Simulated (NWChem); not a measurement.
H2Ga (+1) in NWChem

```xyz
3

Ga     0.0000     0.0000     0.0000
H      0.0000     0.0000     1.5359
H      0.0000     0.0000    -1.5359
```
Charge +1, spin multiplicity 1.

The numbers come from NWChem runs, not from measurements. The geometry was optimised at B3LYP/def2-SVP, a minimum by its harmonic frequencies.

Symmetry labels belong to the abelian group D2h used in the runs, with the axes of the coordinates shown; states degenerate in a higher group split over its labels.

The Hamiltonian is non-relativistic. The spin multiplicity of the parent species was assumed, not shown to be that of its ground state. The structure started from a generated list of species.

**Question.** List the lowest 3 singlet excitations that CIS/def2-SVPD gives, with oscillator strengths.

**Answer.** 
```json
[
 {"state": "1", "symmetry": "b3g", "energy (eV)": "7.35", "wavelength (nm)": "169", "f": "0.000"},
 {"state": "2", "symmetry": "b2g", "energy (eV)": "7.35", "wavelength (nm)": "169", "f": "0.000"},
 {"state": "3", "symmetry": "b1u", "energy (eV)": "10.62", "wavelength (nm)": "117", "f": "1.296"}
]
```
